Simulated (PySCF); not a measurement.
C2H2BrCl, SMILES Cl/C=C\Br.

Coordinates come from a B3LYP-D3(BJ)/def2-SVP optimisation.

Two levels are set side by side: PBE/def2-TZVPD (PySCF) and M06-2X/def2-TZVPD (PySCF). Same geometry, gas phase. Differences are taken from unrounded values.

```tsv
quantity	PBE
orbital gap (eV)	4.59
highest occupied level (eV)	-6.24
lowest empty level (eV)	-1.66
dipole moment (D)	1.65
mean polarisability (bohr³)	64.5
```

**Question.** These are the PBE values. What does M06-2X give? (An estimate is asked for; the answer gives what the named calculation found.)

**Answer.** 
| quantity | M06-2X | PBE minus M06-2X |
|---|---|---|
| orbital gap (eV) | 8.70 | -4.12 |
| highest occupied level (eV) | -8.52 | 2.28 |
| lowest empty level (eV) | 0.18 | -1.84 |
| dipole moment (D) | 1.83 | -0.18 |
| mean polarisability (bohr³) | 61.6 | 2.8 |

Without exact exchange PBE keeps part of each electron's self-repulsion, which lifts occupied levels and narrows the gap. Loosely held outer electrons make PBE densities more polarisable. Differences between two approximate levels are no errors against the true value.

Rough cost on one machine, each run with all the roots and properties that it gave: M06-2X against PBE about 3 times.
